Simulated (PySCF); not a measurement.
## Vibration and rotation of TiO⁻

ROHF-CCSD(T) constants of TiO⁻, ²Δ (doublet), unpaired electrons δ ↑ (PySCF, no relativity, basis sets Ti def2-TZVPPD, O def2-TZVPPD; masses 47.9479 and 15.9949 u):

| Item | Value |
| --- | --- |
| ωe | 966.4 cm⁻¹ |
| ωexe | 4.17 cm⁻¹ |
| Be | 0.51213 cm⁻¹ |
| αe | 0.00284 cm⁻¹ |
| D (centrifugal) | 5.75e-07 cm⁻¹ |

(1) Give the vibrational terms G(v) and spacings up to v = 6.

Correlated steps freeze 6 core orbitals. The CCSD T1 diagnostic is raised, a sign that a single reference may not be enough here. The state is the lowest single determinant that the PBE0 search found; with open d or f shells the true ground state can be another one.

## Answers

(1) G(v) = ωe(v+½) − ωexe(v+½)².

| v | G(v) (cm⁻¹) | G(v) − G(v−1) | Bv (cm⁻¹) |
| --- | --- | --- | --- |
| 0 | 482.2 |  | 0.5107 |
| 1 | 1440.2 | 958.1 | 0.5079 |
| 2 | 2389.9 | 949.7 | 0.5050 |
| 3 | 3331.3 | 941.4 | 0.5022 |
| 4 | 4264.4 | 933.0 | 0.4993 |
| 5 | 5189.1 | 924.7 | 0.4965 |
| 6 | 6105.4 | 916.4 | 0.4937 |
